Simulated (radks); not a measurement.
Initial-state core-level shifts of the rhodium ion Rh+ when its valence configuration changes from [Kr] 4d8. All-electron calculation, scalar-relativistic Kohn-Sham, r2SCAN, spin-polarised, spherical densities, finite nucleus; open shells are filled with parallel spins first (spin-orbit coupling, left out, can overturn this in heavy ions); meta-GGA in the generalised Kohn-Sham scheme; Fermi nuclear charge, rms radius 4.4945 fm. Program: a radial shooting solver on a logarithmic mesh with Libxc functionals. Shifts are changes of the shell-averaged eigenvalues in eV (positive: less bound); the change of the density at the nucleus, which sets a Mossbauer isomer shift, is in e/bohr^3, on a base of 1.237e+05.

4d6 5p2: 3s -11.752; 3d -11.788; 4s -10.831; 4p -10.361; density at nucleus +6.84
4d7 5s1: 3s -4.414; 3d -4.432; 4s -4.024; 4p -3.811; density at nucleus +24.95
4d7.5 5p0.5: 3s -2.888; 3d -2.894; 4s -2.738; 4p -2.642; density at nucleus +1.28
4d4 5p4: 3s -25.374; 3d -25.479; 4s -22.623; 4p -21.524; density at nucleus +18.17
4d7 5p1: 3s -5.798; 3d -5.813; 4s -5.447; 4p -5.240; density at nucleus +2.86
4d6 5s1 5p1: 3s -10.446; 3d -10.484; 4s -9.509; 4p -9.042; density at nucleus +31.37
4d6.5 5p1.5: 3s -8.751; 3d -8.775; 4s -8.144; 4p -7.813; density at nucleus +4.71
4d6 5s2: 3s -9.396; 3d -9.434; 4s -8.457; 4p -8.002; density at nucleus +51.54
4d3 5p5: 3s -32.759; 3d -32.915; 4s -28.752; 4p -27.308; density at nucleus +25.34
